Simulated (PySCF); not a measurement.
Löwdin shares of the frontier orbitals

Species: C5H9NSi.
Atom-mapped SMILES: `[CH2:1]=[C:2]1[SiH2:3][N:4]([CH3:5])[C:6]1=[CH2:7]` (hydrogens: H8, H9 on C1; H10, H11 on Si3; H12, H13, H14 on C5; H15, H16 on C7)

Cartesian coordinates in Å at the GFN2-xTB level; atoms count from 1:
```
atom  x, y, z in Å
C1    -2.4355    0.5576   -0.8258
C2    -1.3200    0.0174   -0.3658
Si3   -0.6738   -1.6342    0.3014
N4     0.6718   -0.5298    0.3299
C5     2.0505   -0.5513    0.7107
C6     0.0202    0.6031   -0.1750
C7     0.5025    1.8195   -0.3950
H8    -2.4851    1.5879   -1.1444
H9    -3.3479   -0.0103   -0.9049
H10   -1.1292   -2.0820    1.6185
H11   -0.5101   -2.7603   -0.6186
H12    2.2465    0.1605    1.5198
H13    2.6946   -0.2907   -0.1357
H14    2.3086   -1.5517    1.0530
H15    1.5255    2.0784   -0.1870
H16   -0.1260    2.5949   -0.7925
```

Theory: TDDFT B3LYP/def2-SVPD, vertical, gas phase, core orbitals frozen in the response in PySCF.

Frontier orbitals with the atoms that hold most of them (Löwdin shares over 4%, at most four atoms; ? is withheld):

```csv
orbital,ε (eV),atoms
HOMO-3,-9.18,"Si3 21%, C6 17%, H11 13%, H10 12%"
HOMO-2,-8.28,"C2 32%, Si3 20%, C1 12%, C6 10%"
HOMO-1,-7.22,"C1 30%, C2 27%, N4 17%, C6 6%"
HOMO,-5.63,?
LUMO,-0.96,?
LUMO+1,-0.50,"Si3 41%, H11 13%, H10 13%, C2 9%"
LUMO+2,0.37,"Si3 31%, C5 11%, C1 8%, C7 6%"
```

Give the leading atoms of the HOMO.

C7 (bonded to C and 2 H) 33%; N4 (bonded to 2 C and Si) 25%; C6 (bonded to 2 C and N) 18%; H15 (bonded to C) 4%. By element: carbon 51% or more, nitrogen 25%, hydrogen 4% or more.

Give the leading atoms of the LUMO.

C1 (bonded to C and 2 H) 30%; C2 (bonded to 2 C and Si) 23%; C7 (bonded to C and 2 H) 9%; C6 (bonded to 2 C and N) 9%.

The HOMO–LUMO gap is 4.67 eV. Where does the response calculation put the lowest singlet, and from which orbitals?

S1 is at 4.13 eV (f = 0.032), 0.54 eV below the gap, made of HOMO→LUMO (97%). Without the coupling terms of the response equations the lowest excitation would equal the gap.

Give energy, strength and leading configuration of S1, S2, S4 and S7, and follow the Löwdin shares of the leading atoms from the occupied to the empty orbital.

- S1 (4.13 eV, f 0.032), HOMO→LUMO (97%): C7 33% → 9%, N4 25% → at most 10%, C1 at most 5% → 30%, C2 at most 5% → 23%
- S2 (4.23 eV, f 0.0002), HOMO→LUMO+1 (99%): C7 33% → at most 9%, N4 25% → at most 9%, Si3 at most 5% → 41%, H11 at most 5% → 13%
- S4 (5.73 eV, f 0.0036), HOMO-1→LUMO+1 (94%): C1 30% → at most 9%, C2 27% → 9%, Si3 at most 7% → 41%, H11 at most 7% → 13%
- S7 (6.02 eV, f 0.0006), HOMO-2→LUMO (96%): C2 32% → 23%, Si3 20% → at most 10%, C1 12% → 30%

Löwdin shares depend on the basis, the more so with diffuse functions.
